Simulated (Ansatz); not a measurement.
`C=CB(F)F`. The species carries charge 0 and has multiplicity 1.

```xyz
8

C    -0.7728   -0.9990    0.0601
C    -0.0623    0.0158    0.5506
B     0.7683    0.9392   -0.3651
F     1.4738    1.9465    0.1206
F     0.8118    0.7647   -1.6763
H    -1.3612   -1.6558    0.6932
H    -0.7898   -1.2092   -1.0050
H    -0.0677    0.1978    1.6221
```

Problem. What are the harmonic wavenumbers in cm⁻¹ at PBE0-D4/def2-TZVP (Ansatz, finite differences of forces, unscaled)? (An estimate is asked.)

Solution. The calculation gave: 107, 206, 427, 432, 521, 744, 779, 1032, 1033, 1054, 1271, 1352, 1415, 1465, 1693, 3146, 3171, 3233.

Problem. Is this a minimum?

Solution. Yes, all 18 modes are real.

Problem. Give the ideal-gas thermochemistry at 298.15 K and 1 bar (rigid rotor, harmonic oscillator; point group Cs, symmetry number 1).

Solution. Zero-point energy 138.0 kJ/mol; H(298) − E = 154.2 kJ/mol; entropy 305.5 J/(mol·K), of which translation 162.8, rotation 106.9, vibration 35.7; G(298) − E = 63.1 kJ/mol.
